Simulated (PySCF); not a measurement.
# Mayer bond orders and bond lengths

Species: CH9ClOSi3.
Atom-mapped SMILES: `[CH3:1][Si@H:2]([SiH3:3])[O:4][SiH2:5][Cl:6]` (hydrogens: H7, H8, H9 on C1; H10 on Si2; H11, H12, H13 on Si3; H14, H15 on Si5)

Cartesian coordinates in Å at the GFN2-xTB level; atoms count from 1:
```
atom  x, y, z in Å
C1    -1.316   -1.648   -0.188
Si2   -0.408   -0.313    0.821
Si3   -1.186    1.826    0.429
O4     1.175   -0.368    0.368
Si5    2.448   -0.160   -0.587
Cl6    2.082    1.372   -1.837
H7    -1.388   -1.375   -1.238
H8    -2.327   -1.793    0.182
H9    -0.805   -2.606   -0.135
H10   -0.288   -0.769    2.215
H11   -2.410    2.082    1.199
H12   -1.529    2.068   -0.979
H13   -0.228    2.870    0.808
H14    2.626   -1.371   -1.375
H15    3.549    0.191    0.295
```

Bond orders from the PBE0/pcSseg-1 density (PySCF). The structure is a single GFN2-xTB conformer in the gas phase; no vibrational or solvent corrections.

How far do the computed orders between heavy atoms stray from the drawn ones?

The largest departure is 0.156, at Si2–O4 (drawn single, 0.844). Drawn single, order below 0.88: Si2–O4 (0.844).

Set the Mayer orders of the bonds beside their lengths.

| bond | drawn as | length (Å) | Mayer order |
| --- | --- | --- | --- |
| C1–Si2 | single | 1.904 | 0.937 |
| Si2–Si3 | single | 2.310 | 0.918 |
| Si2–O4 | single | 1.648 | 0.844 |
| O4–Si5 | single | 1.604 | 1.013 |
| Si5–Cl6 | single | 2.011 | 0.969 |
| C1–H7 | single | 1.088 | 0.955 |
| C1–H8 | single | 1.086 | 0.957 |
| C1–H9 | single | 1.087 | 0.957 |
| Si2–H10 | single | 1.471 | 0.920 |
| Si3–H11 | single | 1.468 | 0.923 |
| Si3–H12 | single | 1.469 | 0.931 |
| Si3–H13 | single | 1.467 | 0.935 |
| Si5–H14 | single | 1.456 | 0.918 |
| Si5–H15 | single | 1.454 | 0.920 |

Bonds between the same two heavy elements. O–Si: lowest Si2–O4 (0.844, 1.648 Å), highest O4–Si5 (1.013, 1.604 Å).

Sum the orders of all bonds at each heavy atom with more than one neighbour and set the sums beside the valence in the SMILES.

C1 3.806 (drawn 4), Si2 3.619 (drawn 4), Si3 3.707 (drawn 4), O4 1.857 (drawn 2), Si5 3.820 (drawn 4). Orders between atoms that aren't bonded are not in these sums.

For a closed shell the Mayer order of atoms A and B is Σ (PS)μν (PS)νμ over the basis functions μ on A and ν on B, with P the density and S the overlap matrix.
